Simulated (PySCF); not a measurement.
HMoO₃, SMILES [O]=[Mo+](=[O])[OH], charge +1, multiplicity 1. Atoms are numbered in the order given.

```xyz
5

Mo     0.0664    -0.2361     0.0000
O      0.8158     0.4497    -1.3103
O      0.8158     0.4497     1.3103
O     -1.6807     0.2282     0.0000
H     -2.3941     0.8954     0.0000
```
Charge +1, spin multiplicity 1.

Geometry optimised at B3LYP-D3(BJ)/def2-SVP. The multiplicity is an assumed one; other spin states were not compared. The isomer is the one that the SMILES or the coordinates give; other isomers of the formula were not compared. The def2 effective core potentials stand for the cores of Mo; spin–orbit coupling is left out. The values are those of a single conformer.

The numbers are results of ωB97X/def2-TZVPD (PySCF), not measurements.

Symmetry labels are those of the subgroup Cs that the program uses (full group Cs).

### Question
List the valence orbital energies around the gap with their symmetry. (An estimate is asked for; the answer gives what the named calculation found.)

### Answer

```tsv
orbital	symmetry	energy (eV)
HOMO−7	A'	-21.71
HOMO−6	A"	-21.69
HOMO−5	A"	-21.11
HOMO−4	A'	-20.85
HOMO−3	A'	-19.67
HOMO−2	A'	-18.62
HOMO−1	A"	-18.53
HOMO	A"	-18.06
LUMO	A'	-8.43
LUMO+1	A'	-7.02
LUMO+2	A"	-6.67
LUMO+3	A'	-4.94
```
